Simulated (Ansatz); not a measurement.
`FC(I)[SiH2]Cl`, relaxed with RKS PBE-D4/def2-SVP in the Gaussian-basis code of Ansatz from a rough embedded geometry. The force threshold is 0.03 eV/Å; the program also tests the step.

The species carries charge 0 and has multiplicity 1. I: def2 effective core potential.

Start:

```xyz
8

F     0.730   -1.629   -0.863
C     0.834   -0.535   -0.017
I     2.277    0.795   -0.802
Si   -0.889    0.307    0.038
Cl   -0.932    1.677    1.524
H     1.144   -0.875    0.978
H    -1.243    0.950   -1.244
H    -1.920   -0.690    0.386
```

By how much does the energy fall, and how many steps does the optimiser take? (An estimate is asked.)

Computed: 12.11 kJ/mol, in 5 steps.

Which bonds change most? (An estimate is asked.)

The calculation gave: C2–I3 from 2.114 to 2.207 Å; Si4–Cl5 from 2.022 to 2.073 Å; Si4–H8 from 1.476 to 1.501 Å; Si4–H7 from 1.477 to 1.496 Å.

Give the relaxed structure. (Estimate.)

Ansatz gave: 
```xyz
8

F     0.696   -1.636   -0.877
C     0.783   -0.562   -0.028
I     2.305    0.866   -0.745
Si   -0.925    0.301    0.044
Cl   -0.877    1.743    1.533
H     1.182   -0.890    0.955
H    -1.220    0.920   -1.285
H    -1.945   -0.740    0.405
```
